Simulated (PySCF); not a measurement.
C7H6FO (doublet state).
SMILES with atom numbers: `[O:1]=[CH:2][C:3]1=[CH:4][CH:5][CH2:6][CH:7]=[C:8]1[F:9]` (hydrogens: H10 on C2; H11 on C4; H12 on C5; H13, H14 on C6; H15 on C7)

Cartesian coordinates in Å at the GFN2-xTB level; atoms count from 1:
```xyz
15
C7H6FO angstrom
O      2.9594   -1.4944   -0.3678
C      2.4527   -0.4122   -0.1459
C      1.0286   -0.1750   -0.0634
C      0.1058   -1.2407   -0.2428
C     -1.2278   -1.0549   -0.1703
C     -1.8341    0.2749    0.1006
C     -0.8353    1.3585    0.2790
C      0.4895    1.1114    0.1976
F      1.3485    2.1374    0.3717
H      3.0769    0.4852    0.0111
H      0.5302   -2.2140   -0.4408
H     -1.9099   -1.8800   -0.3086
H     -2.5246    0.5399   -0.7141
H     -2.4746    0.2140    0.9933
H     -1.1898    2.3577    0.4785
```

The hyperfine couplings belong to this conformer and change with its torsions.

Computed with PySCF, UKS B3LYP, pcH-1 on C F H O, non-relativistic, mean-field spin-orbit, GIAO. One conformer (not necessarily the lowest) at the GFN2-xTB geometry, without solvent, vibrations or thermal averaging. Couplings are sensitive to structure, and on GFN2-xTB geometries they can be far from those on DFT ones. No stability test was run, so a lower SCF solution isn't excluded. ⟨S²⟩ is 0.778 where a pure state has 0.75.

**Question.** What is the g tensor, term by term?

**Answer.** 
```json
{"Δg (ppm)": "relativistic mass correction", "1": "-168", "2": "-168", "3": "-168"}
{"Δg (ppm)": "gauge correction", "1": "-15", "2": "24", "3": "27"}
{"Δg (ppm)": "orbital Zeeman/spin–orbit", "1": "-19", "2": "1556", "3": "3483"}
{"Δg (ppm)": "total", "1": "-202", "2": "1412", "3": "3342"}
```

So g = 2.00212, 2.00373, 2.00566 and g_iso = 2.00384; the tensor is rhombic: the two nearest values differ by 46 % of g3 − g1. Axes: g2 points within 12° of the C6–C7 bond and g3 points within 12° of the C5–C6 bond.

**Question.** What are the electron Larmor frequencies g μB B/h along the three axes at 350 mT?

**Answer.** 9.8077, 9.8156, 9.8251 GHz for g1, g2 and g3, a range of 17.4 MHz.

**Question.** What effective moment and Curie constant follow for a powder?

**Answer.** With the mean of g² = 4.0154 and S(S+1) = 0.75: μ_eff = √(⟨g²⟩S(S+1)) = 1.735 μB and χT = 0.12505·⟨g²⟩·S(S+1) = 0.377 cm³ K/mol (cgs; spin-Hamiltonian part alone).

**Question.** At 9.393 GHz, how far is the centre of the isotropic spectrum from where a free electron (g = 2.002319) resonates?

**Answer.** B = hν/(g μB) with μB/h = 13.99624 MHz/mT gives 335.17 mT for the free electron and 334.91 mT at g_iso, 0.25 mT lower.

**Question.** In a frozen sample, at which fields do the three g values resonate at 9.5, 34, 94 and 263 GHz (hyperfine left aside), and which band first spreads them over more than twice a line width of 0.5 mT?

**Answer.** 
```json
{"band": "X", "GHz": "9.5", "B(g3) mT": "338.42", "B(g2) mT": "338.74", "B(g1) mT": "339.02", "spread mT": "0.60"}
{"band": "Q", "GHz": "34.0", "B(g3) mT": "1211.18", "B(g2) mT": "1212.35", "B(g1) mT": "1213.33", "spread mT": "2.14"}
{"band": "W", "GHz": "94.0", "B(g3) mT": "3348.56", "B(g2) mT": "3351.79", "B(g1) mT": "3354.49", "spread mT": "5.93"}
{"band": "J", "GHz": "263.0", "B(g3) mT": "9368.86", "B(g2) mT": "9377.88", "B(g1) mT": "9385.44", "spread mT": "16.58"}
```

The spread grows in proportion to the frequency. Q band is the first where it exceeds 1.0 mT.

The Mulliken spin populations are largest on C3 (+0.46), C7 (+0.37), C5 (+0.32) and O1 (+0.20). Four atoms exceed +0.15.

The HOMO–LUMO gaps are 4.93 eV among the α and 3.46 eV among the β orbitals.

The SMILES draws the unpaired electron on C5; the largest computed Mulliken spin population is on C3 (0.46 against 0.32).
